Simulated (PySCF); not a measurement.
Isomers of C6H6O2: computed energies against enthalpies of formation

**Experimental background.**

From CRC Handbook of Chemistry and Physics, for the gas at 298.15 K: enthalpy of formation of `Oc1cccc(O)c1` (resorcinol) -274.7 kJ/mol; enthalpy of formation of `Oc1ccccc1O` (pyrocatechol) -267.5 kJ/mol.

The results are set against them at the end.

Differences of these values give the isomerisation enthalpies. Geometries: PBE0-D3(BJ)/def2-TZVP; runs in PySCF, gas phase, with a dispersion term only where the level names one. Total electronic energies (Eh):

```json
{"SMILES": "Oc1cccc(O)c1", "PBE0-D3(BJ)/def2-TZVP": "-382.42174", "PBE0/pcSseg-2": "-382.41197"}
{"SMILES": "Oc1ccccc1O", "PBE0-D3(BJ)/def2-TZVP": "-382.42162", "PBE0/pcSseg-2": "-382.41183"}
```

Geometry of `Oc1cccc(O)c1` (Å):
```
atom  x, y, z in Å
O1    -2.202   -1.476   -0.289
C2    -1.136   -0.651   -0.147
C3    -1.269    0.735   -0.128
C4    -0.136    1.517    0.021
C5     1.118    0.944    0.151
C6     1.232   -0.444    0.129
O7     2.427   -1.071    0.252
C8     0.110   -1.244   -0.019
H9    -3.000   -0.946   -0.363
H10   -2.247    1.193   -0.228
H11   -0.232    2.597    0.037
H12    2.000    1.564    0.267
H13    3.120   -0.411    0.345
H14    0.207   -2.322   -0.035
```

Geometry of `Oc1ccccc1O` (Å):
```
atom  x, y, z in Å
O1     1.3557   -1.9801   -0.4707
C2     0.5036   -0.9888   -0.1236
C3    -0.6029   -1.2641    0.6598
C4    -1.4758   -0.2450    1.0169
C5    -1.2465    1.0526    0.5913
C6    -0.1373    1.3346   -0.1968
C7     0.7321    0.3209   -0.5517
O8     1.8469    0.4963   -1.3217
H9     2.0514   -1.5947   -1.0158
H10   -0.7655   -2.2854    0.9827
H11   -2.3380   -0.4719    1.6320
H12   -1.9246    1.8503    0.8678
H13    0.0527    2.3481   -0.5379
H14    1.9308    1.4206   -1.5674
```

Zero-point and thermal terms are left out, so the computed numbers are electronic energies.

## Comparison

Relative to `Oc1cccc(O)c1`, the lowest by measurement, in kJ/mol (measured: enthalpies at 298.15 K; computed: electronic energies):

```tsv
SMILES	measured	PBE0-D3(BJ)/def2-TZVP	PBE0/pcSseg-2
Oc1cccc(O)c1	0.0	0.0	0.0
Oc1ccccc1O	7.2	0.3	0.4
```

Measured values: -274.7 kJ/mol (298.15 K; CRC Handbook of Chemistry and Physics) for the first row; the others come from the same table. Unsigned miss: PBE0/pcSseg-2 6.8, PBE0-D3(BJ)/def2-TZVP 6.9 kJ/mol. One conformer stands for `Oc1cccc(O)c1` and `Oc1ccccc1O`, not necessarily the lowest, while the measurement averages over conformers. Where a level misses, the cause wasn't examined.
